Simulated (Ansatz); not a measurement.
Computed with Ansatz on PBE0-D4/def2-TZVP structures; ΔE is electronic, products minus reactants. CCSD(T)/CBS is the MP2 limit (def2-TZVPP, def2-QZVPP) plus CCSD(T) − MP2 in def2-TZVPP, frozen cores. This one scheme is used for every species. Functionals use def2-TZVPP. B3LYP here is the variant with VWN-RPA as its local correlation; programs differ in this. For Ge outer-core shells are correlated without core-valence functions, which leaves a few kJ/mol of doubt a bond. Scalar relativity is left out up to krypton. One conformer a species, not always the lowest.

`F[SiH2][GeH2][SiH3]` + silanol → `[SiH3][O][GeH2][SiH3]` + `F[SiH3]`  (cleavage of the Ge–Si bond)

| level | ΔE (kJ/mol) |
| --- | --- |
| r2SCAN-D4 | -11.5 |
| B3LYP | -19.0 |
| SCS-MP2/def2-TZVPP | -32.9 |
| CCSD(T)/def2-TZVPP | -22.6 |

Problem. What does CCSD(T)/CBS give? (Estimate.)

Solution. The calculation gave: -17.1 kJ/mol. The listed levels differ from it by 5.6, -1.9, -15.8, -5.5 kJ/mol.

Largest T1 diagnostic among the species: 0.012.

From PBE to PBE0 (25 % exact exchange), in def2-TZVPP and without D4, ΔE moves by −4.5 kJ/mol. In def2-TZVPP, CCSD(T) changes the Hartree–Fock value by +22.2 kJ/mol (the triples alone add +1.8 kJ/mol) and MP2 by +19.7 kJ/mol.
